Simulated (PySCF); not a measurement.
All of these have the formula C3H5BO2. Computed with TDDFT CAM-B3LYP/def2-SVPD, vertical, gas phase, core orbitals frozen in the response (PySCF 2.14.0, density-fitted response routines). Geometries: PBE0-D3(BJ)/def2-SVP; one conformer of each isolated species. Triplets are in the Tamm–Dancoff approximation.

A. `CC#CB(O)O`
B. `[BH2-]1OC=CC=[O+]1`
C. `C#CCB(O)O`
D. `C#CB(O)OC`

Lowest singlet levels (six at most, fewer where fewer were computed) with oscillator strengths:

1. 5.52 eV (f 0.000); 6.12 eV (f 0.042); 6.60 eV (f 0.001); 6.98 eV (f 0.032); 7.08 eV (f 0.010); 7.87 eV (f 0.030); T1 4.76 eV
2. 6.55 eV (f 0.000); 6.81 eV (f 0.005 summed over 2 states); 7.17 eV (f 0.018); 7.28 eV (f 0.020); 8.26 eV (f 0.057); 8.30 eV (f 0.012); T1 5.40 eV
3. 3.63 eV (f 0.042); 4.92 eV (f 0.002); 6.23 eV (f 0.162); 6.42 eV (f 0.039); 6.70 eV (f 0.000); 6.94 eV (f 0.001); T1 2.50 eV
4. 5.63 eV (f 0.000); 6.23 eV (f 0.029); 6.69 eV (f 0.000); 7.75 eV (f 0.080); 7.90 eV (f 0.029); 7.93 eV (f 0.007); T1 4.79 eV

**Question.** Match each spectrum to its molecule.

**Answer.** 1 = A, 2 = C, 3 = B, 4 = D.
- A: S1 at 5.52 eV, HOMO→LUMO+1 (96%); Löwdin shares by element: HOMO carbon 87%; LUMO boron 51%, oxygen 19%, hydrogen 8% or more (atoms not listed hold the other 22%); HOMO -9.08 and LUMO 0.64 eV.
- B: S1 at 3.63 eV, HOMO→LUMO (99%); Löwdin shares by element: HOMO oxygen 31%, carbon 20% or more, boron 15% (atoms not listed hold the other 34%); LUMO carbon 51% or more, oxygen 30% (atoms not listed hold the other 19%); HOMO -8.27 and LUMO -1.40 eV.
- C: S1 at 6.55 eV, HOMO→LUMO+3 (51%), HOMO-1→LUMO+2 (21%), HOMO-1→LUMO+6 (9%); Löwdin shares by element: HOMO carbon 83%, boron 5%; LUMO boron 51%, oxygen 20%, hydrogen 7% or more (atoms not listed hold the other 22%); HOMO -9.26 and LUMO 0.60 eV.
- D: S1 at 5.63 eV, HOMO→LUMO (96%); Löwdin shares by element: HOMO carbon 87% or more, hydrogen 4% or more; LUMO carbon 54% or more, boron 20%, oxygen 10% or more (atoms not listed hold the other 17%); HOMO -9.66 and LUMO 0.57 eV.
A and D have S1 within 0.11 eV of each other; their strongest listed levels stand at 6.12 eV (f 0.042) and 7.75 eV (f 0.080).
